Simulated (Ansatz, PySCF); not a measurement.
This singlet lies 2.76 eV below the relaxed triplet at the level frozen-core CCSD(T)/cc-pVTZ // PBE0-D3(BJ)/def2-TZVP (Ansatz, a first-principles code).

Cartesian coordinates (Å):
SMILES: N[Si]F
```xyz
5

N     -0.5914    -0.0744     0.0040
Si     0.9457    -0.7041     0.3762
F      1.8473     0.5360    -0.1534
H     -0.7614     0.8256    -0.4226
H     -1.4403    -0.5831     0.1959
```
Charge 0, spin multiplicity 1.

Problem. What LUMO, dipole moment, total energy, HOMO and HOMO–LUMO gap does PBE0-D3(BJ)/def2-TZVP (PySCF) give?

Solution. 
```yaml
LUMO: -1.10 eV
dipole_moment: 2.44 D
total_energy: -12113.32 eV
HOMO: -7.15 eV
HOMO–LUMO gap: 6.05 eV
```
